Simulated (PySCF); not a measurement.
## Rhodium: highly charged ions in a basis for the neutral atom

Rh¹⁷⁺ [Ar] 3d10, Rh¹⁸⁺ [Ar] 3d9. Calculation: PySCF 2.14, in x2c-TZVPall (8s6p6d1f, 63 functions); the spin-free X2C one-electron Hamiltonian (Gaussian nucleus). No spin-orbit coupling, so a gap to NIST mixes the basis error with missing relativistic terms.

Changed run: basis of the neutral atom used for a highly charged ion. This setting is unsound on purpose.

```json
{"species": "Rh¹⁷⁺", "method": "UHF", "sound run (hartree)": "not run", "changed run (hartree)": "-4671.43106", "converged": "yes"}
{"species": "Rh¹⁷⁺", "method": "PBE0", "sound run (hartree)": "not run", "changed run (hartree)": "-4672.54470", "converged": "yes"}
{"species": "Rh¹⁷⁺", "method": "TPSS", "sound run (hartree)": "not run", "changed run (hartree)": "-4672.71285", "converged": "yes"}
{"species": "Rh¹⁸⁺", "method": "UHF", "sound run (hartree)": "not run", "changed run (hartree)": "-4644.16601", "converged": "yes"}
{"species": "Rh¹⁸⁺", "method": "PBE0", "sound run (hartree)": "not run", "changed run (hartree)": "-4645.25804", "converged": "yes"}
{"species": "Rh¹⁸⁺", "method": "TPSS", "sound run (hartree)": "not run", "changed run (hartree)": "-4645.46450", "converged": "yes"}
```

Ionisation energy of Rh¹⁷⁺:

| method | changed run (eV) | NIST (eV) |
| --- | --- | --- |
| UHF | 741.92 | 739 ± 3 |
| PBE0 | 742.51 | 739 ± 3 |
| TPSS | 741.47 | 739 ± 3 |

The contracted functions were made for the neutral atom and can be too rigid for a highly charged ion.
